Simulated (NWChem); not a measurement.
The numbers come from NWChem runs, not from measurements. System: CuI, charge 0, spin multiplicity 1, at a geometry optimised with PBE0/def2-SVP with def2 effective core potentials on I. The structure started from a generated list of species. Level: MP2/def2-TZVP with def2 effective core potentials on I, 13 core orbitals frozen.

Job file:

```
start mol
memory heap 200 mb stack 900 mb global 1100 mb
geometry units angstroms nocenter noautoz
  Cu     0.000000     0.000000    -1.537129
  I      0.000000     0.000000     0.841071
  symmetry group C2v
end
basis spherical
  * library def2-tzvp
end
ecp
  I library def2-ecp
end
scf
  rhf
  nopen 0
  maxiter 100
  thresh 1e-7
  semidirect memsize 60000000 filesize 0
end
mp2
  freeze core 13
end
task mp2 energy
```

NWChem printed:

```
             Northwest Computational Chemistry Package (NWChem) 7.3.0
             --------------------------------------------------------

                                NWChem Input Module
                                -------------------

 Scaling coordinates for geometry "geometry" by  1.889725989
 (inverse scale =  0.529177249)

 Turning off AUTOSYM since
 SYMMETRY directive was detected!

                             Geometry "geometry" -> ""
                             -------------------------

 Output coordinates in angstroms (scale by  1.889725989 to convert to a.u.)

  No.       Tag          Charge          X              Y              Z
 ---- ---------------- ---------- -------------- -------------- --------------
    1 Cu                  29.0000     0.00000000     0.00000000    -1.53712900
    2 I                   53.0000     0.00000000     0.00000000     0.84107100

 Effective nuclear repulsion energy (a.u.)     342.0004338208

            Nuclear Dipole moment (a.u.)
            ----------------------------
        X                 Y               Z
 ---------------- ---------------- ----------------
     0.0000000000     0.0000000000     0.0000415740

      Symmetry information
      --------------------

 Group name             C2v
 Group number             16
 Group order               4
 No. of unique centers     2

      Symmetry unique atoms

     1    2


 Summary of "ao basis" -> "" (spherical)
 ------------------------------------------------------------------------------
       Tag                 Description            Shells   Functions and Types
 ---------------- ------------------------------  ------  ---------------------
 *                         def2-tzvp                  on all atoms

 Summary of "ao basis" -> "ao basis" (spherical)
 ------------------------------------------------------------------------------
       Tag                 Description            Shells   Functions and Types
 ---------------- ------------------------------  ------  ---------------------
 Cu                        def2-tzvp                15       45   6s4p4d1f
 I                         def2-tzvp                16       50   6s5p3d2f

                                 NWChem SCF Module
                                 -----------------

  ao basis        = "ao basis"
  functions       =    95
  atoms           =     2
  closed shells   =    27
  open shells     =     0
  charge          =   0.00
  wavefunction    = RHF
  use symmetry    = T
  symmetry adapt  = T

 Summary of "ao basis" -> "ao basis" (spherical)
 ------------------------------------------------------------------------------
       Tag                 Description            Shells   Functions and Types
 ---------------- ------------------------------  ------  ---------------------
 Cu                        def2-tzvp                15       45   6s4p4d1f
 I                         def2-tzvp                16       50   6s5p3d2f

      Symmetry analysis of basis
      --------------------------

        a1         41
        a2         10
        b1         22
        b2         22

 Forming initial guess at       0.1s

      Superposition of Atomic Density Guess
      -------------------------------------

 Sum of atomic energies:       -1986.07978659

      Non-variational initial energy
      ------------------------------

 Total energy =   -1935.394535
 1-e energy   =   -3122.802711
 2-e energy   =    1026.087217
 HOMO         =      -0.359447
 LUMO         =      -0.148131

      Symmetry analysis of molecular orbitals - initial
      -------------------------------------------------

 !! scf_movecs_sym_adapt:   64 vectors were symmetry contaminated

  Symmetry fudging

 !! scf_movecs_sym_adapt:   60 vectors were symmetry contaminated

  Numbering of irreducible representations:

     1 a1          2 a2          3 b1          4 b2

  Orbital symmetries:

     1 a1          2 a1          3 a1          4 b1          5 b2
     6 a1          7 a1          8 b1          9 b2         10 a1
    11 a1         12 b1         13 b2         14 a1         15 b1
    16 b2         17 a1         18 a2         19 a1         20 a1
    21 b2         22 b1         23 a1         24 a2         25 a1
    26 b1         27 b2         28 a1         29 b1         30 b2
    31 a1         32 a1         33 a1         34 a1         35 a2
    36 b2         37 b1

 Starting SCF solution at       1.5s

 ----------------------------------------------
         Quadratically convergent ROHF

 Convergence threshold     :          1.000E-07
 Maximum no. of iterations :          100
 Final Fock-matrix accuracy:          1.000E-09
 ----------------------------------------------

              iter       energy          gnorm     gmax       time
             ----- ------------------- --------- --------- --------
                 1    -1935.5492563297  2.02D+00  5.11D-01      1.5
                 2    -1935.6360957160  4.59D-01  1.25D-01      1.5
                 3    -1935.6504736930  3.92D-01  1.12D-01      1.5
                 4    -1935.6545736828  1.36D-01  4.37D-02      1.5
                 5    -1935.6555979481  6.32D-03  1.63D-03      1.6
                 6    -1935.6556070856  5.61D-05  1.51D-05      1.7
                 7    -1935.6556070858  2.81D-09  7.96D-10      1.8

       Final RHF  results
       ------------------

         Total SCF energy =  -1935.655607085796
      One-electron energy =  -3130.014341177885
      Two-electron energy =   1033.037774742673
 Nuclear repulsion energy =    161.320959349416

        Time for solution =      0.4s

       Symmetry analysis of molecular orbitals - final
       -----------------------------------------------

  Numbering of irreducible representations:

     1 a1          2 a2          3 b1          4 b2

  Orbital symmetries:

     1 a1          2 a1          3 b2          4 b1          5 a1
     6 a1          7 a1          8 b2          9 b1         10 a1
    11 a1         12 b1         13 b2         14 a1         15 b2
    16 b1         17 a1         18 a2         19 a1         20 b2
    21 b1         22 a1         23 a1         24 a2         25 a1
    26 b2         27 b1         28 a1         29 b1         30 b2
    31 a1         32 a1         33 a1         34 a2         35 a1
    36 b1         37 b2

             Final eigenvalues
             -----------------

              1
    1 -328.8505
    2  -40.8788
    3  -35.6783
    4  -35.6783
    5  -35.6769
    6   -7.6785
    7   -5.5292
    8   -5.5256
    9   -5.5256
   10   -5.0718
   11   -3.3879
   12   -3.3840
   13   -3.3840
   14   -2.2241
   15   -2.2221
   16   -2.2221
   17   -2.2182
   18   -2.2182
   19   -0.8337
   20   -0.5546
   21   -0.5546
   22   -0.5494
   23   -0.5490
   24   -0.5490
   25   -0.3647
   26   -0.3303
   27   -0.3303
   28   -0.0057
   29    0.1726
   30    0.1726
   31    0.1841
   32    0.1969
   33    0.2376
   34    0.2376
   35    0.2730
   36    0.2738
   37    0.2738

                       ROHF Final Molecular Orbital Analysis
                       -------------------------------------

 Vector   25  Occ=2.000000D+00  E=-3.647138D-01  Symmetry=a1
              MO Center=  2.1D-15, -1.3D-15,  4.4D-01, r^2= 2.6D+00
   Bfn.  Coefficient  Atom+Function         Bfn.  Coefficient  Atom+Function
  ----- ------------  ---------------      ----- ------------  ---------------
    63      0.478790  2 I  pz                57     -0.394018  2 I  pz
    60      0.296883  2 I  pz                 5     -0.266073  1 Cu s
    66      0.215197  2 I  pz

 Vector   26  Occ=2.000000D+00  E=-3.302524D-01  Symmetry=b2
              MO Center= -3.6D-29, -1.6D-15,  7.3D-01, r^2= 2.3D+00
   Bfn.  Coefficient  Atom+Function         Bfn.  Coefficient  Atom+Function
  ----- ------------  ---------------      ----- ------------  ---------------
    62      0.531554  2 I  py                56     -0.435053  2 I  py
    59      0.336840  2 I  py                65      0.311527  2 I  py

 Vector   27  Occ=2.000000D+00  E=-3.302524D-01  Symmetry=b1
              MO Center=  5.9D-16,  1.4D-29,  7.3D-01, r^2= 2.3D+00
   Bfn.  Coefficient  Atom+Function         Bfn.  Coefficient  Atom+Function
  ----- ------------  ---------------      ----- ------------  ---------------
    61      0.531554  2 I  px                55     -0.435053  2 I  px
    58      0.336840  2 I  px                64      0.311527  2 I  px

 Vector   28  Occ=0.000000D+00  E=-5.655795D-03  Symmetry=a1
              MO Center=  3.0D-14,  3.1D-14, -2.1D+00, r^2= 5.8D+00
   Bfn.  Coefficient  Atom+Function         Bfn.  Coefficient  Atom+Function
  ----- ------------  ---------------      ----- ------------  ---------------
     6      1.144731  1 Cu s                 51     -0.588031  2 I  s
    66      0.283595  2 I  pz                36      0.182464  1 Cu d  0
    63      0.170561  2 I  pz

 Vector   29  Occ=0.000000D+00  E= 1.726032D-01  Symmetry=b1
              MO Center=  1.6D-16,  9.1D-29, -2.0D+00, r^2= 4.3D+00
   Bfn.  Coefficient  Atom+Function         Bfn.  Coefficient  Atom+Function
  ----- ------------  ---------------      ----- ------------  ---------------
    37      0.760814  1 Cu d  1              64      0.632985  2 I  px
    16      0.620626  1 Cu px                61     -0.360574  2 I  px
    80      0.291044  2 I  d  1

 Vector   30  Occ=0.000000D+00  E= 1.726032D-01  Symmetry=b2
              MO Center=  2.3D-28, -1.2D-14, -2.0D+00, r^2= 4.3D+00
   Bfn.  Coefficient  Atom+Function         Bfn.  Coefficient  Atom+Function
  ----- ------------  ---------------      ----- ------------  ---------------
    35      0.760814  1 Cu d -1              65     -0.632985  2 I  py
    17     -0.620626  1 Cu py                62      0.360574  2 I  py
    78      0.291044  2 I  d -1

 center of mass
 --------------
 x =   0.00000000 y =   0.00000000 z =   0.09955844

 moments of inertia (a.u.)
 ------------------
         849.666427153236           0.000000000000           0.000000000000
           0.000000000000         849.666427153236           0.000000000000
           0.000000000000           0.000000000000           0.000000000000

  Mulliken analysis of the total density
  --------------------------------------

    Atom       Charge   Shell Charges
 -----------   ------   -------------------------------------------------------
    1 Cu  29    28.47   2.00  2.00  1.19  0.80  0.31  0.02  5.99  4.77  1.24  0.17  5.54  3.26  1.15  0.03  0.00
    2 I   25    25.53   0.18 -0.76  1.58  1.01  1.05  0.89 -0.49  6.45  1.35  2.87  1.39  9.22  0.76  0.03  0.00  0.00

       Multipole analysis of the density wrt the origin
       ------------------------------------------------

     L   x y z        total         open         nuclear
     -   - - -        -----         ----         -------
     0   0 0 0      0.000000      0.000000     54.000000

     1   1 0 0     -0.000000      0.000000      0.000000
     1   0 1 0      0.000000      0.000000      0.000000
     1   0 0 1     -2.517416      0.000000    -44.502983

     2   2 0 0    -30.128974      0.000000      0.000000
     2   1 1 0      0.000000      0.000000      0.000000
     2   1 0 1     -0.000000      0.000000      0.000000
     2   0 2 0    -30.128974      0.000000      0.000000
     2   0 1 1     -0.000000      0.000000      0.000000
     2   0 0 2    -21.857414      0.000000    307.844356

                   NWChem MP2 Semi-direct Energy/Gradient Module
                   ---------------------------------------------

  Basis functions       =     95
  Molecular orbitals    =     95
  Frozen core           =     13
  Frozen virtuals       =      0
  Active alpha occupied =     14
  Active beta occupied  =     14
  Active alpha virtual  =     68
  Active beta virtual   =     68
  Use MO symmetry       = T
  Use skeleton AO sym   = T

  AO/Fock/Back tols     =   1.0D-09  1.0D-09  1.0D-09

 GA uses MA = F    GA memory limited = T

 Available:
  local mem=  1.26D+08
 global mem=  1.44D+08
 local disk=  0.00D+00
  mp2_memr nvloc                    68
  nvloc new                    68
   1 passes of  14:        5242880                      65991                  14267141.
   1 passes of  14: M    126135831           G      144161150           F     120892951.

 Semi-direct pass number   1 of   1  for RHF alpha+beta  at        1.9s
  vrange nnbf                  4403
  mp2_eaftype                    54  avail_ma_in_mb                  1099
 EAF : mp2_eaftype filesize          54    7133571.
  mp2_eaf for mointskh                     54
Node 0 wrote     33.5 Mb in      0.0 s     Agg I/O rate:  1946.7 Mb/s
 Done moints_semi at        5.6s
  mp2_eaftype                    54  avail_ma_in_mb                  1045
 EAF : mp2_eaftype filesize          54    7133571.
  mp2_eaf for kh                    54
 Done maket at        5.7s
 Done multipass loop at        5.7s

          -------------------------------------------
          SCF energy               -1935.655607085796
          Correlation energy          -0.910339629690
          Singlet pairs               -0.402142452021
          Triplet pairs               -0.508197177669
          Total MP2 energy         -1936.565946715486
          -------------------------------------------

          ---------------------------------------------------
                    Spin Component Scaled (SCS) MP2
          Same spin pairs                     -0.338798118446
          Same spin scaling factor             0.333333333333
          Opposite spin pairs                 -0.571541511244
          Opposite spin scaling fact.          1.200000000000
          SCS-MP2 correlation energy          -0.798782519641
          Total SCS-MP2 energy             -1936.454389605437
          ---------------------------------------------------

 -----------------------
 Performance information
 -----------------------

 Timer overhead =  9.59D-08 seconds/call

               Nr. of calls         CPU time (s)                 Wall time (s)                GFlops
             ---------------    -------------------     ------------------------------   -------------------
Name         Min   Avg   Max    Min     Avg     Max     Min     Avg     Max   Mx/calls   Min     Max     Sum
mp2: moin     1     1     1    3.7     3.7     3.7      3.7     3.7     3.7     3.7      0.0     0.0     0.0
mp2: make     1     1     1   0.10    0.10    0.10     0.10    0.10    0.10    0.10      0.0     0.0     0.0
mp2: tota     1     1     1    3.9     3.9     3.9      3.9     3.9     3.9     3.9      0.0     0.0     0.0

 The average no. of pstat calls per process was 3.00D+00
 with a timing overhead of 2.88D-07s

 Task  times  cpu:        5.7s     wall:        5.7s

 Total times  cpu:        5.7s     wall:        5.7s
```
